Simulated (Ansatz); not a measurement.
Ideal-gas functions of C2H5BrSi, SMILES `BrC1C[SiH2]1` at 800 K and 1 bar, from an Ansatz frequency run at PBE0-D4/def2-TZVP.

Molar mass 137.05 g/mol, point group C1 (symmetry number 1), electronic degeneracy 1, moments of inertia 48.594, 295.929, 320.524 u Å². Harmonic wavenumbers (cm⁻¹, unscaled): 139, 280, 418, 485, 615, 633, 671, 739, 799, 903, 938, 993, 1035, 1091, 1227, 1412, 2263, 2295, 3134, 3184, 3217.

Use S(trans) = R[1.5 ln M + 2.5 ln T − 1.1517]; rotational temperatures θ = 24.2544 K / I; S(rot) = R[ln(√π/σ · √(T³/θAθBθC)) + 1.5]; for each mode x = 1.438777 ν̃/T, S = R[x/(eˣ − 1) − ln(1 − e⁻ˣ)] and H = RT x/(eˣ − 1); 1 cm⁻¹ = 0.0119627 kJ/mol; R = 8.31446 J/(mol·K).

Task: By hand: the entropy, in J/(mol·K).

Result: Translation 190.7. Rotation: θ = 0.4991, 0.082, 0.0757 K, giving 124.6. Vibration, mode by mode: 19.86, 14.11, 10.88, 9.71, 7.89, 7.67, 7.24, 6.54, 5.98, 5.14, 4.89, 4.52, 4.25, 3.93, 3.24, 2.49, 0.73, 0.70, 0.20, 0.18, 0.17, in all 120.3. Electronic 0.0. Sum 435.6 J/(mol·K).

Task: By hand: H − E and G − E in kJ/mol, counted from the electronic energy.

Result: Zero-point energy ½ × 26471 × 0.0119627 = 158.3; thermal vibration 53.0; translation, rotation and pV give 4 RT = 26.6. H − E = 237.9 kJ/mol, and G − E = 237.9 − 800 × 435.6/1000 = -110.6 kJ/mol.

Vibration gives 28 % of the entropy, 19.9 J/(mol·K) of it from the mode under 150 cm⁻¹: soft modes count most, and the harmonic formula is weakest for them. The sum counts one conformer and one mirror image; others add a mixing term.
